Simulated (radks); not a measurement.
Fractional charge and spin in the 3s shell of potassium: the spin-up occupation runs from 0 to 1 and the spin-down occupation from 0 to 1; the fullest corner is K+, [Ne] 3p6 3s(up 1, down 1). All-electron calculation, scalar-relativistic Kohn-Sham, BLYP, spin-polarised, spherical densities, finite nucleus; Fermi nuclear charge, rms radius of each element as measured or else 0.836 A^(1/3) + 0.57 fm. Program: a radial shooting solver on a logarithmic mesh with Libxc functionals. Energy (eV) minus the two flat planes that join the four corners (they meet along the diagonal where the two added fractions sum to one electron); zero is where a piecewise linear energy would lie.

down \ up       0    0.25     0.5    0.75       1
0           0.000  -1.491  -1.980  -1.479   0.000
0.25       -1.491  -1.883  -1.291   0.274  -1.382
0.5        -1.980  -1.291   0.366  -1.203  -1.832
0.75       -1.479   0.274  -1.203  -1.745  -1.366
1           0.000  -1.382  -1.832  -1.366   0.000

Corners above the fullest one (they belong to K2+ and the next ion): (up 1, down 0) 48.506 eV, (up 0, down 1) 48.506 eV, (up 0, down 0) 113.73 eV. With half an added electron in each spin the energy lies 0.366 eV from the planes, and with half an added electron in spin up alone -1.980 eV. The planes are only a guide here: the flat-plane condition holds for ground states with one frontier orbital, while this shell lies below other occupied shells, so the corners above the fullest one are inner-hole states and not the ground states of those ions.
